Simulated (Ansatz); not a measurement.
Energy landscape of H₃ (cation, charge +1), singlet: symmetric bend, bond length relaxed. Scanned: H-H-H angle. Other coordinates (H-H bond length) were minimised at PBE0/def2-TZVP.

Methods: RKS-PBE0/cc-pVQZ = Ansatz (an electronic-structure program) with restricted PBE0/cc-pVQZ; FCI/cc-pVQZ = full CI/cc-pVQZ, frozen core in Ansatz.

Energies relative to the lowest point of each profile, in eV:

```csv
a / °,RKS-PBE0/cc-pVQZ
180,1.768
169.94,1.753
159.58,1.705
147.89,1.611
138.07,1.498
130.12,1.384
121.11,1.229
108.55,0.972
88.19,0.482
78.24,0.247
72.28,0.126
60,0.000
```

Estimate the FCI/cc-pVQZ values at these points.

180: 1.768; 169.94: 1.753; 159.58: 1.706; 147.89: 1.613; 138.07: 1.501; 130.12: 1.388; 121.11: 1.234; 108.55: 0.977; 88.19: 0.486; 78.24: 0.249; 72.28: 0.128; 60: 0.000 (eV).
